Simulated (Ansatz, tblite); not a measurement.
Removing an electron: the cluster Ge₂F₅⁻ (the lowest singlet isomer of a short search). The state is a singlet with charge -1. Geometry: PBE0-D4/def2-SVPD. Ansatz, gas phase; energy differences of separate SCF runs; the oxidised species was run as a doublet alone.

```csv
atom,x (Å),y (Å),z (Å)
Ge1,1.844,-0.565,-0.809
Ge2,-1.510,0.377,0.496
F3,0.486,0.149,0.417
F4,0.951,-2.126,-0.998
F5,-1.529,-0.199,2.212
F6,-1.320,2.126,0.918
F7,1.077,0.239,-2.235
```

The xTB rows come from tblite. The structure comes from a short search, and lower isomers may exist.

```tsv
level	−HOMO (eV)	vertical IE (eV)	−LUMO (eV)	HOMO–LUMO gap (eV)
GFN1-xTB	5.66	8.71	1.21	4.45
GFN2-xTB	6.94	10.01	0.41	6.53
PBE-D4/def2-TZVPD	2.22	4.80	-2.44	4.66
PBE0-D4/def2-TZVPD	3.38	5.22	-3.16	6.55
BHLYP-D4/def2-TZVPD	4.51	5.61	-3.82	8.33
```

 Raw xTB energy differences between charge states are shifted by several eV; the methods need an empirical correction for them.
